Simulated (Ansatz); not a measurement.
```yaml
crystal:
  periodic: [false, false, false]
  atoms:
    - {symbol: C, position_ang: [-1.433274, 1.147343, -0.062816]}
    - {symbol: N, position_ang: [-0.412364, 0.149699, -0.110873]}
    - {symbol: B, position_ang: [-0.184210, -1.109873, -0.661988]}
    - {symbol: C, position_ang: [1.273724, -1.170253, -0.019274]}
    - {symbol: C, position_ang: [0.894681, 0.224762, 0.532621]}
    - {symbol: H, position_ang: [-1.083475, 2.096575, -0.484721]}
    - {symbol: H, position_ang: [-2.297906, 0.812785, -0.637768]}
    - {symbol: H, position_ang: [-1.755703, 1.338818, 0.967130]}
    - {symbol: H, position_ang: [-0.901307, -1.781908, -1.343903]}
    - {symbol: H, position_ang: [2.123974, -1.166698, -0.703487]}
    - {symbol: H, position_ang: [1.451996, -1.924084, 0.749524]}
    - {symbol: H, position_ang: [1.509787, 1.054780, 0.164689]}
    - {symbol: H, position_ang: [0.834376, 0.293355, 1.625468]}
basis:
  gaussian: {orbitals: ANO-RCC-VTZP, point_charges: [{charge: 2.00, position_ang: [5.364, 0.707, 0.499]}]}
magnetization: {spin_polarized: true, initial_magnetization: 1}
hamiltonian: {xc: {name: PBE}, dispersion: d4}
```

```sh
$ ansatz run in.yaml --threads 4 --pin off --events-out ev --progress --plain --max-ram 10444MiB
```

Shortened log:

```
Error: a molecule whose nuclei and cores have a total charge of 38 cannot have a net charge of 0 together with 1 unpaired electrons
```

Q: What is wrong with this run?

A: The number of unpaired electrons doesn't fit the electron count. The program refused the input.
